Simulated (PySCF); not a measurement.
C$_{2}$H$_{6}$AuS (SMILES C[S](C)->[Au+]), charge +1, singlet, geometry from GFN2-xTB (such geometries of metal compounds can be far from the true shape) (the multiplicity is a formal guess) (core potentials on Au); PBE0/def2-SV(P) (PySCF).

PySCF was given this input:
```python
from pyscf import gto, scf, dft

mol = gto.Mole()
mol.atom = '''
    Au    0.153382   -0.610630   -0.496982
    C    -1.309893    2.220972    0.355712
    S    -0.576130    0.798813    1.219814
    C     0.944996    1.577753    1.841940
    H    -0.606457    2.668655   -0.337522
    H    -1.600904    2.941393    1.117057
    H    -2.196217    1.878089   -0.168797
    H     1.491667    2.070154    1.045380
    H     1.555209    0.807976    2.303819
    H     0.646994    2.300168    2.598677
'''
mol.basis = 'def2-sv(p)'
mol.ecp = {'Au': 'def2-sv(p)'}
mol.charge = 1
mol.spin = 0
mol.verbose = 4
mol.build()

mf = dft.RKS(mol)
mf.xc = 'pbe0'
mf.grids.atom_grid = (75, 302)
mf.kernel()
mf.analyze()
```

What the program printed (banner, timings and long lists left out):

```
PySCF version 2.14.0

[INPUT] verbose = 4
[INPUT] num. atoms = 10
[INPUT] num. electrons = 52
[INPUT] charge = 1
[INPUT] spin (= nelec alpha-beta = 2S) = 0
[INPUT] symmetry False subgroup None
[INPUT] Mole.unit = angstrom
[INPUT] Symbol           X                Y                Z      unit          X                Y                Z       unit  Magmom
[INPUT]  1 Au     0.153382000000  -0.610630000000  -0.496982000000 AA    0.289849972438  -1.153923463443  -0.939159868839 Bohr   0.0
[INPUT]  2 C     -1.309893000000   2.220972000000   0.355712000000 AA   -2.475339022485   4.197028810328   0.672198259221 Bohr   0.0
[INPUT]  3 S     -0.576130000000   0.798813000000   1.219814000000 AA   -1.088727912146   1.509537794742   2.305114382910 Bohr   0.0
[INPUT]  4 C      0.944996000000   1.577753000000   1.841940000000 AA    1.785783628809   2.981521062211   3.480762137881 Bohr   0.0
[INPUT]  5 H     -0.606457000000   2.668655000000  -0.337522000000 AA   -1.146037636325   5.043027070951  -0.637824141015 Bohr   0.0
[INPUT]  6 H     -1.600904000000   2.941393000000   1.117057000000 AA   -3.025270111721   5.558427194713   2.110931795528 Bohr   0.0
[INPUT]  7 H     -2.196217000000   1.878089000000  -0.168797000000 AA   -4.150248640114   3.549073847558  -0.318980100648 Bohr   0.0
[INPUT]  8 H      1.491667000000   2.070154000000   1.045380000000 AA    2.818842099052   3.912024095673   1.975481896098 Bohr   0.0
[INPUT]  9 H      1.555209000000   0.807976000000   2.303819000000 AA    2.938919076459   1.526853355222   4.353586950569 Bohr   0.0
[INPUT] 10 H      0.646994000000   2.300168000000   2.598677000000 AA    1.222641464237   4.346687560489   4.910787816206 Bohr   0.0

nuclear repulsion = 232.515527534413
number of shells = 43
number of NR pGTOs = 158
number of NR cGTOs = 83
basis = def2-sv(p)
ecp = {'Au': 'def2-sv(p)'}

******** <class 'pyscf.dft.rks.RKS'> ********
method = RKS
initial guess = minao
damping factor = 0
level_shift factor = 0
DIIS = <class 'pyscf.scf.diis.CDIIS'>
diis_start_cycle = 1
diis_space = 8
diis_damp = 0
SCF conv_tol = 1e-09
SCF conv_tol_grad = None
SCF max_cycles = 50
direct_scf = True
direct_scf_tol = 1e-13
XC library pyscf.dft.libxc version 7.1.2
    S. Lehtola, C. Steigemann, M. J. T. Oliveira, and M. A. L. Marques,  SoftwareX 7, 1–5 (2018)
XC functionals = pbe0
    C. Adamo and V. Barone,  J. Chem. Phys. 110, 6158 (1999)
    M. Ernzerhof and G. E. Scuseria,  J. Chem. Phys. 110, 5029 (1999)
radial grids:
    Treutler-Ahlrichs [JCP 102, 346 (1995); DOI:10.1063/1.469408] (M4) radial grids

becke partition: Becke, JCP 88, 2547 (1988); DOI:10.1063/1.454033
pruning grids: <function nwchem_prune>
grids dens level: 3
symmetrized grids: False
atomic radii adjust function: <function treutler_atomic_radii_adjust>
User specified grid scheme (75, 302)
small_rho_cutoff = 0
Set gradient conv threshold to 3.16228e-05
Initial guess from minao.
tot grids = 144784
init E= -601.738192178473
  HOMO = -0.636843505912424  LUMO = -0.560867855323218  gap/eV = 2.06740
cycle= 1 E= -611.735790538837  delta_E=  -10  |g|= 1.89  |ddm|= 10.1
  HOMO = -0.156860605328513  LUMO = -0.153810712350969  gap/eV = 0.08299
cycle= 2 E= -582.519357851548  delta_E= 29.2  |g|= 5.86  |ddm|= 26.2
  HOMO = -0.498618862180411  LUMO = -0.379319894672235  gap/eV = 3.24629
cycle= 3 E= -612.726348089468  delta_E= -30.2  |g|= 0.869  |ddm|= 25.7
  HOMO = -0.517929749198684  LUMO = -0.345836475486747  gap/eV = 4.68290
cycle= 4 E= -612.973523241981  delta_E= -0.247  |g|= 0.546  |ddm|= 2.21
  HOMO = -0.46287319570592  LUMO = -0.291094490826073  gap/eV = 4.67434
cycle= 5 E= -613.047409165488  delta_E= -0.0739  |g|= 0.0894  |ddm|= 0.655
  HOMO = -0.468480416279056  LUMO = -0.298472079430351  gap/eV = 4.62616
cycle= 6 E= -613.049285385434  delta_E= -0.00188  |g|= 0.0385  |ddm|= 0.156
  HOMO = -0.474483555334082  LUMO = -0.302700485293179  gap/eV = 4.67446
cycle= 7 E= -613.049725042421  delta_E= -0.00044  |g|= 0.0088  |ddm|= 0.0714
  HOMO = -0.47395937261999  LUMO = -0.302228238199882  gap/eV = 4.67304
cycle= 8 E= -613.0497496114  delta_E= -2.46e-05  |g|= 0.00123  |ddm|= 0.0134
  HOMO = -0.474039220872797  LUMO = -0.302307739082433  gap/eV = 4.67305
cycle= 9 E= -613.049750274394  delta_E= -6.63e-07  |g|= 0.000222  |ddm|= 0.00309
  HOMO = -0.474041843168357  LUMO = -0.302309891896537  gap/eV = 4.67306
cycle= 10 E= -613.049750290533  delta_E= -1.61e-08  |g|= 6.58e-05  |ddm|= 0.000412
  HOMO = -0.474042657452438  LUMO = -0.302312506041204  gap/eV = 4.67302
cycle= 11 E= -613.04975029231  delta_E= -1.78e-09  |g|= 7.55e-06  |ddm|= 0.00014
  HOMO = -0.474042854468444  LUMO = -0.302312834356085  gap/eV = 4.67301
cycle= 12 E= -613.049750292343  delta_E= -3.32e-11  |g|= 2.52e-06  |ddm|= 2.29e-05
  HOMO = -0.474042864748414  LUMO = -0.302312516422127  gap/eV = 4.67302
Extra cycle  E= -613.049750292338  delta_E= 5.57e-12  |g|= 3.08e-06  |ddm|= 1.03e-05
converged SCF energy = -613.049750292338
**** SCF Summaries ****
Total Energy =                        -613.049750292337762
Nuclear Repulsion Energy =             232.515527534413081
One-electron Energy =                -1345.925233173699553
Two-electron Energy =                  500.359955346948652
Two-electron Coulomb Energy =          551.481238728252606
DFT Exchange-Correlation Energy =      -51.121283381303947
HOMO-LUMO gap [eV] =                     4.673020799655658
**** MO energy ****
MO #1   energy= -89.2766017050074  occ= 2
MO #2   energy= -10.4408491200679  occ= 2
MO #3   energy= -10.4408044062633  occ= 2
MO #4   energy= -8.27249094386161  occ= 2
MO #5   energy= -6.21255552571714  occ= 2
MO #6   energy= -6.21189878289751  occ= 2
MO #7   energy= -6.2070109218124   occ= 2
MO #8   energy= -4.39644378341313  occ= 2
MO #9   energy= -2.57970809117097  occ= 2
MO #10  energy= -2.56050994229793  occ= 2
MO #11  energy= -2.55949690941249  occ= 2
MO #12  energy= -1.0521078371473   occ= 2
MO #13  energy= -0.919010313463354 occ= 2
MO #14  energy= -0.833934372335089 occ= 2
MO #15  energy= -0.67376899173048  occ= 2
MO #16  energy= -0.657932589011056 occ= 2
MO #17  energy= -0.646405569749784 occ= 2
MO #18  energy= -0.616867108765818 occ= 2
MO #19  energy= -0.597479309763422 occ= 2
MO #20  energy= -0.585944129661456 occ= 2
MO #21  energy= -0.558025553999879 occ= 2
MO #22  energy= -0.539086477151502 occ= 2
MO #23  energy= -0.525518803709743 occ= 2
MO #24  energy= -0.525266859304266 occ= 2
MO #25  energy= -0.514131773615396 occ= 2
MO #26  energy= -0.474042864748414 occ= 2
MO #27  energy= -0.302312516422127 occ= 0
MO #28  energy= -0.181478207138139 occ= 0
MO #29  energy= -0.161962716010384 occ= 0
MO #30  energy= -0.120856632212941 occ= 0
MO #31  energy= -0.11548071428417  occ= 0
MO #32  energy= -0.0907133397222795 occ= 0
MO #33  energy= -0.0512149832945497 occ= 0
MO #34  energy= -0.0395658288323162 occ= 0

WARN: System has nonzero charge 1; the dipole moment is origin-dependent.
Location of origin: [0. 0. 0.]

Dipole moment(X, Y, Z, Debye):  0.04895,  3.54423,  1.45963
```
